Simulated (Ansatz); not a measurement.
The lowest doublet and quartet of CCl (SMILES [C]Cl); geometries from B3LYP-D3(BJ)/def2-TZVP, each state relaxed from the structure named, with no frequency check.
Doublet (charge 0, multiplicity 2):
| atom | x (Å) | y (Å) | z (Å) |
|---|---|---|---|
| C | 0.0000 | 0.0000 | -1.2243 |
| Cl | 0.0000 | 0.0000 | 0.4321 |
Quartet (charge 0, multiplicity 4):
```xyz
2

C      0.000     0.000    -1.227
Cl     0.000     0.000     0.433
```

A positive gap puts the quartet lower; no zero-point energy. U- takes an unrestricted doublet. The quartet is unrestricted in single-reference levels.

Cores are frozen in the correlated methods.

Codes used: Ansatz (Gaussian orbitals). 

Task: What gap E(doublet) − E(quartet), adiabatic does U-B2PLYP/def2-TZVPP give?

Result: -240 kJ/mol

Task: Estimate the gap E(doublet) − E(quartet), adiabatic that U-MP2/cc-pV(Q+d)Z returns for this input.

Result: -213 kJ/mol

Task: What gap E(doublet) − E(quartet), adiabatic does U-CCSD(T)/cc-pV(T+d)Z give?

Result: -226 kJ/mol

Ansatz is a program for electronic structure.
